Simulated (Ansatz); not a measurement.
Frontier orbitals of ClF2H3Si2, SMILES `F[SiH](F)[SiH2]Cl`.

```xyz
8

F    -0.508   -2.016   -0.827
Si   -0.346   -0.447   -1.031
F    -1.761    0.119   -1.493
Si    0.247    0.539    1.014
Cl    2.145   -0.120    1.465
H     0.616   -0.231   -2.136
H     0.279    2.018    0.902
H    -0.672    0.137    2.106
```

The species carries charge 0 and has multiplicity 1. Geometry: relaxed with PBE0-D4/def2-TZVP. It is one conformer, not always the lowest. Basis def2-TZVPP, Ansatz 0.2.0.

```csv
functional,HOMO (eV),LUMO (eV),gap (eV)
PBE,-7.20,-1.96,5.24
BLYP,-7.09,-1.78,5.31
PBE0,-8.47,-1.11,7.36
B3LYP,-8.27,-1.28,6.99
ωB97M-V,-10.53,0.72,11.25
```

Against PBE, PBE0 changes HOMO and LUMO by −1.28 and +0.85 eV, ωB97M-V by −3.33 and +2.68 eV. A gap of 5.24 eV thus becomes 11.25 eV for the same molecule, so an orbital gap means little without its functional. A positive LUMO is unbound and depends on the basis.

B3LYP here is the variant with VWN-RPA as its local correlation; programs differ in this.
